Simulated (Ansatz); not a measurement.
Relaxation of CH$_{5}$BFN (9 atoms, charge 0, multiplicity 1), to a largest force component of 0.015 eV/Å in at most 40 steps.

These are results of RKS PBE0-D4/def2-SVP (Ansatz), not measurements.

```xyz
9
Properties=species:S:1:pos:R:3:forces:R:3
C -0.352 0.907 -0.511 -1.32 1.50 -0.12
B -0.059 -0.585 -0.280 0.98 -2.73 0.10
N 0.283 -1.099 1.092 -3.06 -2.10 -0.82
F -0.032 -1.492 -1.395 0.11 1.91 2.42
H 0.311 1.367 -1.281 -0.20 -0.28 0.34
H -0.325 1.544 0.421 0.22 -0.65 -0.72
H -1.407 1.040 -0.913 0.90 -0.19 0.17
H -0.626 -0.958 1.707 2.56 0.01 -1.29
H 0.404 -2.187 1.084 -0.19 2.52 -0.07
```

**Question.** Where does it end, and by what steps?

**Answer.** The run converged. After 15 steps the energy has fallen by 0.991 eV; H8 moved furthest, 0.60 Å.

| step | energy less start (eV) | largest force component (eV/Å) | accepted |
| --- | --- | --- | --- |
| 0 | 0.0000 | 3.055 | yes |
| 1 | -0.5777 | 2.507 | yes |
| 2 | -0.7885 | 1.984 | yes |
| 3 | -0.9442 | 0.680 | yes |
| 4 | -0.9364 | 0.736 | no |
| 5 | -0.9800 | 0.130 | yes |
| 6 | -0.9878 | 0.050 | yes |
| 7 | -0.9844 | 0.282 | no |
| 8 | -0.9900 | 0.088 | yes |
| 9 | -0.9899 | 0.103 | no |
| 10 | -0.9906 | 0.042 | yes |
| 11 | -0.9905 | 0.094 | no |
| 12 | -0.9909 | 0.016 | yes |
| 13 | -0.9910 | 0.017 | yes |
| 14 | -0.9911 | 0.017 | yes |
| 15 | -0.9911 | 0.010 | yes |

```xyz
9
Properties=species:S:1:pos:R:3
C -0.421 0.900 -0.507
B -0.105 -0.624 -0.290
N 0.021 -1.232 0.964
F 0.058 -1.410 -1.372
H 0.382 1.370 -1.100
H -0.539 1.470 0.426
H -1.345 1.012 -1.098
H -0.082 -0.730 1.834
H 0.225 -2.217 1.068
```

Whether the end is a true minimum wasn't checked by a vibrational analysis.

Run time: 53 s on 1 thread of Arm Neoverse V1, on a shared host, peak memory 0.15 GiB.
